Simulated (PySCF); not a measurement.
**Circular dichroism: SMILES C[NH2+][C@@H]1C[C@@H]1[SiH3], [C$_{4}$H$_{12}$NSi]+, charge +1**

Geometry:
| atom | x (Å) | y (Å) | z (Å) |
| --- | --- | --- | --- |
| C1 | -1.934 | -0.895 | -0.013 |
| N2 | -1.234 | 0.251 | -0.628 |
| C3 | -0.236 | 0.867 | 0.269 |
| C4 | 0.861 | 1.673 | -0.345 |
| C5 | 1.166 | 0.332 | 0.268 |
| Si6 | 1.770 | -1.128 | -0.808 |
| H7 | -2.631 | -1.338 | -0.721 |
| H8 | -2.483 | -0.566 | 0.867 |
| H9 | -1.202 | -1.642 | 0.285 |
| H10 | -0.723 | -0.076 | -1.463 |
| H11 | -1.921 | 0.957 | -0.922 |
| H12 | -0.687 | 1.201 | 1.194 |
| H13 | 1.176 | 2.574 | 0.157 |
| H14 | 0.888 | 1.758 | -1.422 |
| H15 | 1.646 | 0.375 | 1.238 |
| H16 | 3.183 | -0.950 | -1.077 |
| H17 | 0.961 | -1.035 | -2.049 |
| H18 | 1.394 | -2.353 | -0.107 |

Total charge +1.

Computed with PySCF, TDDFT LC-wPBE/def2-SVPD circular dichroism and optical rotation, one conformer, gas phase. Geometry: GFN2-xTB.

The molecule is flexible and this is one conformer; a measurement averages over conformers.

(1) Assign R or S to each stereocentre.

(2) Which excitations and rotatory strengths does the calculation give?

Answers

(1) C3 R, C5 S.

(2) Rotatory strengths R in 10⁻⁴⁰ esu² cm², velocity form and length form (origin at the centre of mass); f in length form.
```
state  E (eV)  λ (nm)      f  R (velocity)  R (length)                                    main
    1    8.87     140  0.005         -10.3        -9.0        HOMO→LUMO 0.57, HOMO→LUMO+1 0.11
    2    9.02     137  0.014          -9.4       -11.3    HOMO−1→LUMO 0.28, HOMO−2→LUMO+1 0.11
    3    9.21     135  0.021         +10.6        +9.6    HOMO−2→LUMO 0.26, HOMO−1→LUMO+1 0.17
    4    9.28     134  0.024         +34.0       +33.5      HOMO→LUMO+1 0.42, HOMO−1→LUMO 0.16
    5    9.44     131  0.033         +15.2       +15.6    HOMO−1→LUMO 0.21, HOMO−1→LUMO+1 0.19
    6    9.55     130  0.066         -45.1       -45.0      HOMO→LUMO+6 0.20, HOMO→LUMO+4 0.11
    7    9.60     129  0.015         -22.7       -22.7      HOMO→LUMO+3 0.24, HOMO→LUMO+5 0.15
    8    9.78     127  0.015         +32.3       +31.1  HOMO−1→LUMO+3 0.11, HOMO−1→LUMO+6 0.10
    9    9.91     125  0.017          +7.2        +6.3    HOMO→LUMO+2 0.23, HOMO−1→LUMO+3 0.10
   10    9.95     125  0.019          -6.1        -6.0    HOMO→LUMO+3 0.32, HOMO−1→LUMO+3 0.17
   11   10.07     123  0.076         +46.2       +45.6    HOMO−2→LUMO 0.16, HOMO−2→LUMO+4 0.12
   12   10.14     122  0.058         +97.2       +96.6  HOMO−1→LUMO+2 0.24, HOMO−1→LUMO+3 0.13
   13   10.26     121  0.264         -41.1       -41.6      HOMO→LUMO+5 0.17, HOMO→LUMO+4 0.12
   14   10.35     120  0.069         +48.3       +50.5    HOMO−2→LUMO+3 0.13, HOMO−3→LUMO 0.09
   15   10.42     119  0.042         +12.4       +14.0  HOMO−1→LUMO+2 0.20, HOMO−1→LUMO+6 0.10
   16   10.45     119  0.043          -0.5        +0.2    HOMO−1→LUMO+4 0.17, HOMO→LUMO+4 0.09
```

For state 16 the two forms differ in sign, so the sign of R isn't settled.

Among the states computed, the strongest CD band (largest |R|) is state 12. The largest dissymmetry factor in size, g = 4R/(D+G), with D and G the electric and magnetic dipole strengths, is +0.031 for state 8 (velocity form, f = 0.015), among bands with |R| over 0.5. The mirror image has the same energies and oscillator strengths and all R with the opposite sign.
